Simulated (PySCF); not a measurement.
Cl2Hg, singlet, at a GFN2-xTB geometry (such geometries of metal compounds can be far from the true shape) (core potentials on Hg). Base run: HF/def2-SVP in PySCF.

The PySCF input:
```python
from pyscf import gto, scf, solvent

mol = gto.Mole()
mol.atom = '''
    Hg    0.000000    0.000000    0.000000
    Cl   -0.000000   -0.000000   -2.301271
    Cl    0.000000    0.000000    2.301271
'''
mol.basis = 'def2-svp'
mol.ecp = {'Hg': 'def2-svp'}
mol.charge = 0
mol.spin = 0
mol.verbose = 3
mol.build()

mf = scf.RHF(mol)
mf.kernel()
mf.analyze()
```

Variants of this job, named by their change:

| change | ΔE vs base (kJ/mol) | HOMO-LUMO gap (eV) |
|---|---|---|
| base | 0.00 | 12.94 |
| model = IEF-PCM; solvent = 2-propanol; vdw_scale = 1.4 | -37.7 | 13.28 |
| model = IEF-PCM; solvent = dichloromethane | -72.6 | 13.47 |
| model = IEF-PCM; solvent = chloroform | -60.3 | 13.38 |
| model = ddCOSMO; solvent = 2-propanol | -167.2 | 13.81 |
| model = IEF-PCM; solvent = 2-propanol; r_probe = 0.5 | -26.20 | 13.20 |
| model = C-PCM; solvent = 2-propanol | … | … |
| model = IEF-PCM; solvent = 2-propanol; lebedev_order = 11 | -82.7 | 13.52 |
| model = IEF-PCM; solvent = 2-propanol; vdw_scale = 1.0 | -199.5 | 13.99 |
| model = IEF-PCM; solvent = 2-propanol | … | … |
| model = IEF-PCM; solvent = toluene | … | … |
| model = IEF-PCM; solvent = 2-propanol; vdw_scale = 1.1 | -125.3 | 13.73 |

**Question.** What belongs in the gaps?

**Answer.** 
- model = C-PCM; solvent = 2-propanol, ΔE vs base (kJ/mol): -82.9
- model = C-PCM; solvent = 2-propanol, HOMO-LUMO gap (eV): 13.55
- model = IEF-PCM; solvent = 2-propanol, ΔE vs base (kJ/mol): -80.8
- model = IEF-PCM; solvent = 2-propanol, HOMO-LUMO gap (eV): 13.53
- model = IEF-PCM; solvent = toluene, ΔE vs base (kJ/mol): -39.2
- model = IEF-PCM; solvent = toluene, HOMO-LUMO gap (eV): 13.22

The base is the gas phase, so ΔE is the electrostatic part of solvation at a fixed geometry, without cavity and dispersion terms.
